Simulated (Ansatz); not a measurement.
**Question.** Name a neutral molecule of C, Cl, F, In, Si and H with HOMO energy (PBE0/def2-TZVPP) between -7.85 and -7.55 eV and LUMO energy (PBE/def2-TZVPP) between -2.65 and -2.35 eV (Ansatz, PBE0-D4/def2-TZVP geometry).

**Answer.** `[F][InH][CH]([SiH3])Cl` (-7.71 eV, -2.49 eV). Other molecules can fit too; these were computed, each in one conformer that needn't be the lowest.
